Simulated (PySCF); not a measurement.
**Bond length, frequency and bond energy of GaSi by level of theory**

State: ⁴Σ⁻ (quartet), unpaired electrons σ ↑, π ↑↑. Set-up: PySCF, no relativity, basis sets Ga def2-TZVPP, Si def2-TZVPP. De refers to Ga + Si in their high-spin ground configurations, without counterpoise correction. The functionals are run spin-unrestricted. A positive dipole means Ga(−)Si(+).

```csv
Level,Re (Å),ωe (cm⁻¹),De (eV),μ (D),"CPU s a point (SCF and correlation, without the integrals)"
UHF,2.495,275,1.57,-2.05,1.1
UHF-MP2,2.401,320,2.44,n/a,1.8
UHF-SCS-MP2,2.409,316,2.19,n/a,n/a
UHF-CCSD,2.424,310,2.25,n/a,n/a
UHF-CCSD(T),2.419,314,2.40,n/a,49
PBE,2.435,295,2.70,-1.18,1.4
BLYP,2.466,277,2.38,-1.14,0.95
BP86,2.436,293,2.63,-1.13,0.98
r²SCAN,2.406,308,2.69,-1.17,1.9
B3LYP,2.442,291,2.33,-1.27,2.1
PBE0,2.418,306,2.56,-1.35,2.9
M06,2.432,299,2.60,-1.22,2.5
ωB97M-V,2.418,303,2.31,-1.28,8.1
```

(1) Which functional lies closest to UHF-CCSD(T) in De, which farthest, and by how much do they differ from it?

(2) What does a quarter of exact exchange do here, going from PBE to PBE0?

(3) What does the three-parameter hybrid form, with a fifth of exact exchange, do here, going from BLYP to B3LYP?

Correlated steps freeze 14 core orbitals. Spin–orbit coupling is left out. The state was picked by a PBE0 search and need not be the measured ground state.

The whole job (state search and all levels along the bond) took about 13 min on 1 thread of Intel Xeon Platinum 8488C (shared host), peak memory 2.9 GiB.

Results:

(1) Closest is BLYP (+4.7 pm in Re, -11.8 % in ωe, -0.02 eV in De against UHF-CCSD(T) in the same basis), farthest PBE (+1.6 pm in Re, -6.1 % in ωe, +0.30 eV in De). CCSD(T) converges more slowly with the basis than the functionals do and binds too weakly in this one, so the order can change at the basis-set limit.

(2) PBE0 less PBE: -1.7 pm in Re, +3.7 % in ωe, -0.14 eV in De. Exact exchange removes part of the self-interaction that spreads semilocal densities, and in most molecules shortens and stiffens the bond and lowers De; so it does here.

(3) B3LYP less BLYP: -2.4 pm in Re, +5.1 % in ωe, -0.05 eV in De. Exact exchange removes part of the self-interaction that spreads semilocal densities, and in most molecules shortens and stiffens the bond and lowers De; so it does here.
